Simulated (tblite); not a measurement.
Compound: C7H10B (doublet state).
Structure used (GFN2-xTB), in Å, numbered top down from 1:
```
atom  x, y, z in Å
C1    -1.7279   -1.5505   -0.1876
B2    -1.0647   -0.1153   -0.1327
C3    -1.9651    1.1727   -0.3201
C4     0.4460    0.0404    0.0769
C5     1.4811   -0.7992   -0.4698
C6     2.6883   -0.3321   -0.0637
C7     2.4598    0.8410    0.7734
C8     1.1199    1.0487    0.8485
H9    -1.0651   -2.3584    0.1095
H10   -2.6262   -1.6083    0.4236
H11   -2.0478   -1.7446   -1.2119
H12   -1.6505    1.7503   -1.1880
H13   -3.0246    0.9575   -0.4316
H14   -1.8436    1.8341    0.5366
H15    1.2953   -1.6480   -1.1010
H16    3.6581   -0.7340   -0.2945
H17    3.2396    1.4230    1.2304
H18    0.6188    1.8290    1.3903
```

Level: GFN2-xTB in tblite, geometry and Hessian alike; calculated harmonic values, unscaled, isolated species. This tight-binding method is rough: wavenumbers can miss measured ones by several per cent, in bad cases by 10 to 20. One conformer, not necessarily the lowest. Open shells enter through the occupations alone, without spin polarisation, and single modes of such species can be off by tens of per cent. The optimisation stopped once no atom felt more than 0.01 eV/Å.

Lowest wavenumbers of the output (negative numbers stand for imaginary wavenumbers):
```
mode    cm-1
  1     -42.8
  2      41.0
  3      62.9
  4      98.8
  5     142.7
  6     251.3
  7     280.9
  8     374.9
  9     476.5
 10     483.6
 11     512.4
 12     591.4
 13     719.2
 14     747.8
 15     787.0
```

Problem. Is this structure a minimum?

Solution. Not by this Hessian. 1 mode is imaginary beyond 20i (43i cm⁻¹), so at this level the point lies at or near a first-order saddle. The curvature is small, so loose convergence or finite differences may be the whole cause.

Problem. Which atoms move in the imaginary mode?

Solution. 43i: H12 (hydrogen on carbon) 21 %, H14 (hydrogen on carbon) 21 %, H11 (hydrogen on carbon) 16 %, H10 (hydrogen on carbon) 14 %. These are shares of the mass-weighted motion.

Problem. What is the remedy?

Solution. Step along that mode in both directions, optimise again with tighter thresholds and repeat the frequencies. The zero-point energy of this point (90.1 kcal/mol) counts the 47 real modes alone, and thermal corrections from it aren't those of a minimum.

The run took 0.59 s of wall time on an Intel Xeon Platinum 8488C with one thread, shared host. The figure is for the frequency step alone.
